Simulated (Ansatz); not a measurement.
Species: hydroxy(trisilyl)silane, H10Si4O (charge 0, singlet). SMILES: O[Si]([SiH3])([SiH3])[SiH3]
Geometry from a B3LYP-D3(BJ)/def2-TZVP (Ansatz, a quantum-chemistry and plane-wave program) optimisation:
```
Si
O 1 1.6728
H 2 0.9610 1 117.74
Si 1 2.3436 2 106.47 3 -180.00
H 4 1.4829 1 111.19 2 -60.88
H 4 1.4829 5 109.07 1 -122.98
H 4 1.4846 5 108.72 6 -118.40
Si 1 2.3541 2 111.73 3 -60.50
H 8 1.4838 1 111.54 2 -62.42
H 8 1.4843 9 108.79 1 120.81
H 8 1.4862 9 108.22 10 117.55
Si 1 2.3541 2 111.73 3 60.50
H 12 1.4838 1 111.54 2 62.42
H 12 1.4843 13 108.79 1 -120.81
H 12 1.4862 13 108.22 14 -117.55
```
Charge 0, spin multiplicity 1.

Quantity: vertical triplet-singlet gap, E(triplet) - E(singlet), in eV. Set-up: 6-311+G** with 5d, 6d on Na to Ar in Ansatz; frozen cores in correlated levels; non-relativistic; 6-31G* and kin with 6d, 5d where marked; dispersion terms only where a functional's name holds one; each state is the SCF solution reached for its charge and spin; spin-orbit terms left out; open shells spin-unrestricted. Ab initio and DFT rows: single points at B3LYP-D3(BJ) geometries (Ansatz). Levels can end on unlike triplets.

| level | program | vertical triplet-singlet gap, E(triplet) - E(singlet) (eV) |
|---|---|---|
| PBE/6-31G* | Ansatz | 4.45 |
| B3LYP/STO-3G | Ansatz | 7.22 |
| B3LYP/3-21G | Ansatz | 5.19 |
| B3LYP/6-31G* | Ansatz | 4.86 |
| MP2/6-31G* | Ansatz | 5.38 |
| MP2/6-311+G** | Ansatz | 5.20 |
| wB97M-V/def2-TZVPD | Ansatz | 4.90 |

No value to compare with is used here. The 6 habitual levels span 4.45 (PBE/6-31G*) to 7.22 eV (B3LYP/STO-3G); wB97M-V/def2-TZVPD gives 4.90.

The levels are drawn from those run, B3LYP/6-31G* more often than the rest, none by its result; left out are runs that failed, that the program found above a lower state of the same kind, or whose <S^2> lies over 0.5 above the pure value.
